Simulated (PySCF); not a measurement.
**How the method moves the HOMO and LUMO of HCF2CF2OMe**

Species: HCF2CF2OMe, C₃H₄F₄O.
Cartesian coordinates in Å at the PBE0-D3(BJ)/def2-SVP level; atoms count from 1:
```
atom  x, y, z in Å
C1    -1.8773   -0.2364   -0.1073
O2    -0.6685    0.4731    0.1126
C3     0.4508   -0.2627    0.1605
F4     0.6176   -1.0029   -0.9530
F5     0.4262   -1.1395    1.1922
C6     1.6454    0.6739    0.3508
F7     1.7487    1.4809   -0.7140
F8     2.7638   -0.0572    0.4527
H9    -2.6790    0.5104   -0.0932
H10   -2.0494   -0.9748    0.6904
H11   -1.8614   -0.7429   -1.0833
H12    1.5107    1.2785    1.2638
```

Basis pcSseg-1 throughout (PySCF), one geometry. Geometry: PBE0-D3(BJ)/def2-SVP, one conformer, isolated molecule.

How do the orbital energies, the gap and the dipole change with the method?

```json
{"method": "PBE", "kind": "GGA", "HOMO (eV)": "-7.57", "LUMO (eV)": "0.68", "gap (eV)": "8.25", "μ (D)": "2.54", "SCF cycles": "14"}
{"method": "KT2", "kind": "GGA", "HOMO (eV)": "-7.75", "LUMO (eV)": "0.62", "gap (eV)": "8.37", "μ (D)": "2.58", "SCF cycles": "15"}
{"method": "LDA", "kind": "LDA", "HOMO (eV)": "-7.76", "LUMO (eV)": "0.52", "gap (eV)": "8.28", "μ (D)": "2.67", "SCF cycles": "14"}
{"method": "B97-2", "kind": "global hybrid", "HOMO (eV)": "-9.08", "LUMO (eV)": "1.55", "gap (eV)": "10.63", "μ (D)": "2.73", "SCF cycles": "14"}
{"method": "PBE0", "kind": "global hybrid", "HOMO (eV)": "-9.35", "LUMO (eV)": "1.56", "gap (eV)": "10.92", "μ (D)": "2.73", "SCF cycles": "14"}
{"method": "mPW1PW91", "kind": "global hybrid", "HOMO (eV)": "-9.41", "LUMO (eV)": "1.54", "gap (eV)": "10.96", "μ (D)": "2.75", "SCF cycles": "13"}
{"method": "CAM-B3LYP", "kind": "range-separated hybrid", "HOMO (eV)": "-10.84", "LUMO (eV)": "2.37", "gap (eV)": "13.21", "μ (D)": "2.78", "SCF cycles": "13"}
{"method": "BHandHLYP", "kind": "global hybrid", "HOMO (eV)": "-11.06", "LUMO (eV)": "2.19", "gap (eV)": "13.25", "μ (D)": "2.90", "SCF cycles": "13"}
{"method": "wB97X-D", "kind": "range-separated hybrid", "HOMO (eV)": "-11.34", "LUMO (eV)": "3.45", "gap (eV)": "14.79", "μ (D)": "2.79", "SCF cycles": "14"}
```

The HOMO spans 3.77 eV, from PBE down to wB97X-D, and the gap runs from 8.25 eV (PBE) to 14.79 eV (wB97X-D). Over the methods PBE (0 %), KT2 (0 %), LDA (0 %), B97-2 (21 %), PBE0 (25 %), mPW1PW91 (25 %), BHandHLYP (50 %), a straight line through the gap against the share of exact exchange rises by 1.01 eV for each 10 % (correlation coefficient 0.998). The dipole ranges from 2.54 D (PBE) to 2.90 D (BHandHLYP). This basis has no diffuse functions.

The vertical ΔSCF ionisation energy at CAM-B3LYP/def2-SVPD is 12.08 eV; −ε(HOMO) comes closest to it with wB97X-D (11.34 eV).
